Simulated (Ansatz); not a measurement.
CH₄FO₂Sn (`C[O][Sn]([OH])[F]`) radical. The species carries charge 0 and has multiplicity 2. Sn: def2 effective core potential. The structure was optimised at the PBE0-D4/def2-TZVP level. It is one conformer, not always the lowest.

```xyz
9

C    -0.452    0.374    1.489
O     0.644    0.654    0.645
Sn    0.467    0.562   -1.315
O    -0.530   -1.100   -1.672
F     2.253    0.193   -1.939
H    -1.004   -0.521    1.181
H    -0.048    0.202    2.490
H    -1.148    1.218    1.550
H    -0.182   -1.582   -2.429
```

(1) What is the dipole moment at r2SCAN/def2-TZVPP? (Best estimate.)

(2) And with PBE, B3LYP, ωB97M-V? (Estimate.)

(3) Give the Mulliken charges with r2SCAN, B3LYP, PBE in def2-TZVPP. (Best estimate.)

## Answers

(1) Ansatz gave: 2.42 D, with components (-2.31, 0.73, -0.09) D in this frame, pointing from negative to positive charge.

(2) The calculation gave: PBE 2.34 D, B3LYP 2.54 D, ωB97M-V 2.57 D.

(3) The calculation gave: 
```tsv
atom	r2SCAN	B3LYP	PBE
C1	0.01	-0.13	-0.14
O2	-0.49	-0.49	-0.42
Sn3	1.08	1.11	0.97
O4	-0.53	-0.52	-0.48
F5	-0.47	-0.48	-0.43
H6	0.07	0.11	0.11
H7	0.06	0.11	0.11
H8	0.06	0.10	0.10
H9	0.20	0.19	0.19
```

B3LYP here is the variant with VWN-RPA as its local correlation; programs differ in this.
